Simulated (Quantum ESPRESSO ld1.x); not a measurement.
Q: The aim is neutral europium in [Xe] 4f7 6s2. This ld1.x (Quantum ESPRESSO 7.5) run was made with `OMP_NUM_THREADS=1 ld1.x < ld1.in > ld1.out`. Can the result be used? Name any fault.

```
 &input
    zed=63.0,
    iswitch=1,
    rel=1,
    lsd=1,
    dft='PW91',
    config='[Xe] 4f7 6s2',
    lsmall=.true.,
    prefix='ld1',
    max_out_wfc=37,
    file_charge='ld1.rho',
 /
```

Output (excerpt):

```
     Program LD1 v.7.5 starts

     --------------------------- All-electron run ----------------------------

     scalar relativistic calculation

     atomic number is 63.00
     dft =PW91   lsd =1 sic =0 latt =0  beta=0.20 tr2=1.0E-14
     Exchange-correlation= PW91
                           (   1   4   2   2   0   0   0)
     mesh =2095 r(mesh) = 100.37019 a.u. xmin = -8.00 dx = 0.00800
     1 Ry =  13.60569312 eV, c = 137.03599908

     n l     nl                  e(Ry)          e(Ha)          e(eV)
     1 0     1S 1( 1.00)     -3555.4953     -1777.7476    -48374.9773
     2 0     2S 1( 1.00)      -583.7802      -291.8901     -7942.7349
     2 1     2P 1( 3.00)      -520.1151      -260.0575     -7076.5262
     3 0     3S 1( 1.00)      -128.4556       -64.2278     -1747.7276
     3 1     3P 1( 3.00)      -108.6452       -54.3226     -1478.1928
     4 0     4S 1( 1.00)       -25.6045       -12.8023      -348.3673
     4 1     4P 1( 3.00)       -19.0907        -9.5454      -259.7425
     3 2     3D 1( 5.00)       -82.1456       -41.0728     -1117.6472
     5 0     5S 1( 1.00)        -3.3606        -1.6803       -45.7239
     5 1     5P 1( 3.00)        -1.8064        -0.9032       -24.5778
     4 2     4D 1( 5.00)       -10.0189        -5.0094      -136.3134
     4 3     4F 1( 7.00)        -0.3037        -0.1519        -4.1321
     6 0     6S 1( 1.00)        -0.2758        -0.1379        -3.7520
     1 0     1S 2( 1.00)     -3555.4952     -1777.7476    -48374.9762
     2 0     2S 2( 1.00)      -583.7772      -291.8886     -7942.6938
     2 1     2P 2( 3.00)      -520.1130      -260.0565     -7076.4979
     3 0     3S 2( 1.00)      -128.2884       -64.1442     -1745.4525
     3 1     3P 2( 3.00)      -108.4789       -54.2395     -1475.9308
     4 0     4S 2( 1.00)       -25.1970       -12.5985      -342.8227
     4 1     4P 2( 3.00)       -18.6844        -9.3422      -254.2138
     3 2     3D 2( 5.00)       -82.0176       -41.0088     -1115.9062
     5 0     5S 2( 1.00)        -3.1336        -1.5668       -42.6344
     5 1     5P 2( 3.00)        -1.6384        -0.8192       -22.2913
     4 2     4D 2( 5.00)        -9.6153        -4.8076      -130.8224
     4 3     4F 2( 0.00)         0.0000         0.0000         0.0000
     6 0     6S 2( 1.00)        -0.2565        -0.1283        -3.4900

     final scf error:  3.5E-15 reached in  35 iterations

     Etot =  -21674.056948 Ry,  -10837.028474 Ha, -294890.567570 eV
     Total magnetization:    7.00 Bohr mag.

     Ekin =   23240.296060 Ry,   11620.148030 Ha,  316200.336280 eV
     Encl =  -52874.657190 Ry,  -26437.328595 Ha, -719396.359710 eV
     Eh   =    8430.396715 Ry,    4215.198358 Ha,  114701.390616 eV
     Exc  =    -470.092534 Ry,    -235.046267 Ha,   -6395.934757 eV
```

A: No (silently wrong). The line at issue: rel=1 lsd=1 dft='PW91'. The run ends normally, but in this build (ld1.x 7.5) Etot and Exc of a spin-polarised run lack the gradient corrections of exchange and correlation and come out near their LSDA values (nitrogen, PBE: -54.132 hartree against -54.536 from two other codes). The eigenvalues and orbitals are those of the GGA; the energies must not be used. The sound input gives -10844.83 hartree.
